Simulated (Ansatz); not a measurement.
[ReS4]- (ReS4⁻). Total charge -1; singlet. Geometry relaxed at PBE0-D4/def2-SVPD.

```csv
atom,x (Å),y (Å),z (Å)
Re1,0.000,0.000,0.000
S2,-1.316,-1.699,0.036
S3,0.682,0.336,-2.011
S4,1.687,-0.376,1.278
S5,-1.053,1.739,0.697
```

In the def2 sets Re takes a core potential; there is no spin–orbit coupling.

(1) Estimate the harmonic wavenumbers at RKS PBE0-D4/def2-SVPD (Ansatz, unscaled). Is this a minimum?

## Answers

(1) 180, 180, 181, 181, 181, 500, 500, 500, 514 cm⁻¹. Yes, no mode is imaginary beyond noise. Zero-point energy 17.4 kJ/mol. Run time 74 s (4 threads of Arm Neoverse V1 on a shared host).
